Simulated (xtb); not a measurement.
xtb input (GFN2-xTB):

```bash
xtb mol.xyz --gfn 2 --ohess tight --chrg 0 --uhf 0
```
mol.xyz:
```
5

F      0.00537483     0.11456153     1.85338580
Si    -0.04345645    -0.00487297     0.25282024
Cl     1.92787499    -0.42888558    -0.33566569
Cl    -0.59806935     1.80904592    -0.51479576
Cl    -1.25251728    -1.44384067    -0.33489009
```

Output:

```
           -------------------------------------------------
          |                Calculation Setup                |
           -------------------------------------------------

           -------------------------------------------------
          |                 G F N 2 - x T B                 |
           -------------------------------------------------

        Reference                      10.1021/acs.jctc.8b01176
      * Hamiltonian:
        H0-scaling (s, p, d)           1.850000    2.230000    2.230000
        zeta-weighting                 0.500000
      * Dispersion:
        s8                             2.700000
        a1                             0.520000
        a2                             5.000000
        s9                             5.000000
      * Repulsion:
        kExp                           1.500000    1.000000
        rExp                           1.000000
      * Coulomb:
        alpha                          2.000000
        third order                    shell-resolved
        anisotropic                    true
        a3                             3.000000
        a5                             4.000000
        cn-shift                       1.200000
        cn-exp                         4.000000
        max-rad                        5.000000

          ...................................................
          :                      SETUP                      :
          :.................................................:
          :  # basis functions                  44          :
          :  # atomic orbitals                  40          :
          :  # shells                           14          :
          :  # electrons                        32          :
          :  max. iterations                   250          :
          :  Hamiltonian                  GFN2-xTB          :
          :  restarted?                      false          :
          :  GBSA solvation                  false          :
          :  PC potential                    false          :
          :  electronic temp.          300.0000000     K    :
          :  accuracy                    1.0000000          :
          :  -> integral cutoff          0.2500000E+02      :
          :  -> integral neglect         0.1000000E-07      :
          :  -> SCF convergence          0.1000000E-05 Eh   :
          :  -> wf. convergence          0.1000000E-03 e    :
          :  Broyden damping             0.4000000          :
          :  net charge                          0          :
          :  unpaired electrons                  0          :
          ...................................................

 iter      E             dE          RMSdq      gap      omega  full diag
   1    -20.2079762 -0.202080E+02  0.754E+00    8.24       0.0  T
   2    -20.2868317 -0.788555E-01  0.392E+00    6.48       1.0  T
   3    -20.2991812 -0.123494E-01  0.231E+00    7.23       1.0  T
   4    -20.3073324 -0.815122E-02  0.147E+00    6.35       1.0  T
   5    -20.3124236 -0.509118E-02  0.779E-01    6.92       1.0  T
   6    -20.3148208 -0.239722E-02  0.160E-01    6.69       1.0  T
[...]
           -------------------------------------------------

      molecular mass/u    :      153.4427146
   center of mass at/Å    :        0.0103992      -0.0010629       0.0114451
  moments of inertia/u·Å² :        0.2713036E+03   0.2716720E+03   0.3917007E+03
rotational constants/cm⁻¹ :        0.6213567E-01   0.6205141E-01   0.4303702E-01

 * 4 selected distances

     #   Z          #   Z                                           value/Å
     1   9 F        2  14 Si                                      1.6099834 (min)
     2  14 Si       3  17 Cl                                      1.9932055
     2  14 Si       4  17 Cl                                      1.9939982
     2  14 Si       5  17 Cl                                      1.9943750 (max)

 * 2 distinct bonds (by element types)

   Z      Z             #   av. dist./Å        max./Å        min./Å
   9 F   14 Si          1     1.6099834     1.6099834     1.6099834
  14 Si  17 Cl          3     1.9938596     1.9943750     1.9932055

           -------------------------------------------------
          |               Frequency Printout                |
           -------------------------------------------------
 projected vibrational frequencies (cm⁻¹)
eigval :       -0.00    -0.00     0.00     0.00     0.00     0.00
eigval :      121.91   122.08   187.90   210.66   210.71   419.73
eigval :      560.86   562.31   807.55
 reduced masses (amu)
   1: 31.33   2: 32.66   3: 31.51   4: 33.91   5: 31.94   6: 33.82   7: 32.04   8: 32.03
   9: 29.68  10: 26.98  11: 26.98  12: 33.37  13: 30.60  14: 30.60  15: 22.88
 IR intensities (km·mol⁻¹)
   1:  0.03   2:  0.00   3:  0.00   4:  0.06   5:  0.03   6:  0.03   7:  0.65   8:  0.68
   9:  6.87  10: 50.91  11: 50.62  12:  0.88  13: 92.99  14: 92.81  15:165.51
Molecule has the following symmetry elements: (C3) 3*(sigma)
It seems to be the C3v point group
 Raman intensities (Ä⁴*amu⁻¹)
   1:  0.00   2:  0.00   3:  0.00   4:  0.00   5:  0.00   6:  0.00   7:  0.00   8:  0.00
   9:  0.00  10:  0.00  11:  0.00  12:  0.00  13:  0.00  14:  0.00  15:  0.00
 output can be read by thermo (or use thermo option).
 writing <g98.out> molden fake output.
 recommended (thermochemical) frequency scaling factor: 1.0
           -------------------------------------------------
          |             Thermodynamic Functions             |
           -------------------------------------------------

c3v symmetry found (for desy threshold:  0.10E+00) used in thermo

          ...................................................
          :                      SETUP                      :
          :.................................................:
          :  # frequencies                           9      :
          :  # imaginary freq.                       0      :
          :  linear?                             false      :
          :  only rotor calc.                    false      :
          :  symmetry                              c3v      :
          :  rotational number                       3      :
          :  scaling factor                  1.0000000      :
          :  rotor cutoff                   50.0000000 cm⁻¹ :
          :  imag. cutoff                  -20.0000000 cm⁻¹ :
          :.................................................:

    mode    ω/cm⁻¹     T·S(HO)/kcal·mol⁻¹    T·S(FR)/kcal·mol⁻¹   T·S(vib)
   ------------------------------------------------------------------------
       1    121.91    -0.91528 ( 97.25%)    -0.79239 (  2.75%)    -0.91190
       2    122.08    -0.91447 ( 97.26%)    -0.79197 (  2.74%)    -0.91112
       3    187.90    -0.67037 ( 99.50%)    -0.66427 (  0.50%)    -0.67034
       4    210.66    -0.60760 ( 99.68%)    -0.63041 (  0.32%)    -0.60767
       5    210.71    -0.60749 ( 99.68%)    -0.63035 (  0.32%)    -0.60756
   ------------------------------------------------------------------------

   temp. (K)  partition function   enthalpy   heat capacity  entropy
                                   cal/mol     cal/K/mol   cal/K/mol   J/K/mol
 298.15  VIB   28.1                 2376.256     13.601     14.575
         ROT  0.137E+06              888.752      2.981     26.483
         INT  0.384E+07             3265.009     16.582     41.058
         TR   0.184E+28             1481.254      4.968     40.976
         TOT                        4746.2625    21.5500    82.0335   343.2282

       T/K    H(0)-H(T)+PV         H(T)/Eh          T*S/Eh         G(T)/Eh
   ------------------------------------------------------------------------
    298.15    0.756365E-02    0.148622E-01    0.389768E-01   -0.241145E-01
   ------------------------------------------------------------------------

         :::::::::::::::::::::::::::::::::::::::::::::::::::::
         ::                  THERMODYNAMIC                  ::
         :::::::::::::::::::::::::::::::::::::::::::::::::::::
         :: total free energy         -20.312553314141 Eh   ::
         ::.................................................::
         :: total energy              -20.288438769835 Eh   ::
         :: zero point energy           0.007298576099 Eh   ::
         :: G(RRHO) w/o ZPVE           -0.031413120404 Eh   ::
         :: G(RRHO) contrib.           -0.024114544306 Eh   ::
         :::::::::::::::::::::::::::::::::::::::::::::::::::::

optimized geometry written to: xtbopt.xyz

           -------------------------------------------------
          | TOTAL ENERGY              -20.288438769835 Eh   |
          | TOTAL ENTHALPY            -20.273576542920 Eh   |
          | TOTAL FREE ENERGY         -20.312553314141 Eh   |
          | GRADIENT NORM               0.000461977065 Eh/α |
          | HOMO-LUMO GAP               6.965444367475 eV   |
           -------------------------------------------------

------------------------------------------------------------------------
------------------------------------------------------------------------
Note: The following floating-point exceptions are signalling: IEEE_UNDERFLOW_FLAG IEEE_DENORMAL
normal termination of xtb
 total:
 SCF:
 ANC optimizer:
 analytical hessian:
```
